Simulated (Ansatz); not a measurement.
C4H10Si can be A, `C/C=C\C[SiH3]`, or B, `[SiH3]C1CCC1`.

Program: Ansatz. Geometries: PBE0-D4/def2-TZVP. ΔE: electronic, gas phase. CCSD(T)/CBS adds triple-zeta CCSD(T) − MP2 to the extrapolated MP2 energy (def2 sets, frozen cores). DFT in def2-TZVPP. B3LYP here is the variant with VWN-RPA as its local correlation; programs differ in this. One conformer a species, not always the lowest.

A:

Z-matrix (Å, degrees):
```
C
C 1 1.490
H 1 1.095 2 110.9
H 1 1.095 2 110.7 3 118.1
H 1 1.090 2 112.8 3 -121.3
C 2 1.332 1 127.0 3 123.1
H 2 1.087 1 115.7 3 -56.9
C 6 1.492 2 127.1 1 1.4
H 6 1.087 2 117.5 1 178.9
Si 8 1.885 6 110.4 2 95.7
H 8 1.094 6 110.6 2 -144.6
H 8 1.093 6 112.3 2 -25.1
H 10 1.488 8 110.0 6 55.3
H 10 1.490 8 111.0 6 175.5
H 10 1.487 8 109.7 6 -64.2
```

B:

```xyz
15

Si   -0.475   -1.087   -1.516
C    -0.769    0.031   -0.044
C    -0.037   -0.416    1.250
C     1.067    0.610    0.940
C     0.105    1.313   -0.034
H    -1.152   -2.399   -1.326
H    -0.992   -0.460   -2.765
H     0.984   -1.335   -1.689
H    -1.846    0.195    0.058
H    -0.607   -0.147    2.142
H     0.260   -1.464    1.340
H     1.459    1.196    1.773
H     1.906    0.151    0.415
H    -0.418    2.147    0.440
H     0.517    1.665   -0.983
```

(1) Which is lower in electronic energy at CCSD(T)/CBS, and by how much? (Best estimate.)

(2) Give E(B) − E(A) in kJ/mol with ωB97M-V, HF/def2-TZVPP, CCSD(T)/def2-TZVPP, B3LYP-D4, PBE0-D4, MP2/def2-TZVPP, B3LYP. (Best estimate.)

Largest T1 diagnostic: 0.010.

Answers

(1) Ansatz gave: A, by 32.1 kJ/mol.

(2) Computed: ωB97M-V 27.0, HF/def2-TZVPP 46.5, CCSD(T)/def2-TZVPP 30.0, B3LYP-D4 45.2, PBE0-D4 22.6, MP2/def2-TZVPP 24.3, B3LYP 48.5. None reverses the order clearly.

From PBE to PBE0 (25 % exact exchange), in def2-TZVPP and without D4, E(B) − E(A) moves by −8.5 kJ/mol. The D4 term adds −3.3 kJ/mol with B3LYP and −1.4 kJ/mol with PBE0; it sums over pairs of atoms, weighted by their polarisabilities, and B3LYP, whose exchange is more repulsive, gets the larger term.
